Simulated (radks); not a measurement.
Task: These are the eigenvalues of the occupied orbitals of an atom or ion with whole-number occupations (eV). Method: Dirac Kohn-Sham, BLYP, spin-unpolarised, spherical densities, finite nucleus; Fermi nuclear charge, rms radius of each element as measured or else 0.836 A^(1/3) + 0.57 fm; computed with a radial shooting solver on a logarithmic mesh with Libxc functionals.

orbital  eigenvalue
1s1/2     -30331.37
2s1/2     -4650.779
2p1/2     -4354.361
2p3/2     -4102.407
3s1/2     -946.1700
3p1/2     -824.9490
3p3/2     -778.4654
3d3/2     -564.2180
3d5/2     -554.5553
4s1/2     -191.2727
4p1/2     -150.2173
4p3/2     -141.5637
4d3/2      -76.4144
4d5/2      -75.1373
5s1/2      -49.9780

Which element is it, and in what charge state? The configuration may be excited. Open shells, if any, fill j = l - 1/2 first.

Result: Z = 51, antimony, charge +4: Sb4+ in [Kr] 4d10 5s1. The list shows which subshells hold electrons but not how many an open one holds; the 1s level, -1114.7 hartree, gives Z - s = 47.2 by -(Z - s)^2/2, which with screening and relativity narrows Z to a few neighbours, and the depths of the outer levels then fix element, charge and occupations together.
